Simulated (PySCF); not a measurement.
**Ionisation energy of Ti²⁺ by level of theory**

Ti²⁺ [Ar] 3d2 (3F) → Ti³⁺ [Ar] 3d1 (2D), as a difference of total energies. Computed with PySCF 2.14 in def2-TZVP, with no relativity, point nucleus. Correlated levels: valence: [Ar] frozen. The calculations carry no spin-orbit coupling.

```
           method  ionisation energy (eV)  difference from reference (eV)
              UHF                  26.731                          -0.761
             TPSS                  28.071                          +0.579
             MN15                  27.369                          -0.123
    MP2 (valence)                  26.824                          -0.668
SCS-MP2 (valence)                  26.762                          -0.730
```

Reference: 27.492 eV (measured; NIST Atomic Spectra Database, ionization energies).

These non-relativistic numbers lack the scalar-relativistic shift.

The reference lies between the lowest fine-structure levels, while these numbers refer to the centres of the terms.

Errors of the correlated levels include the incompleteness of this basis and the frozen core.
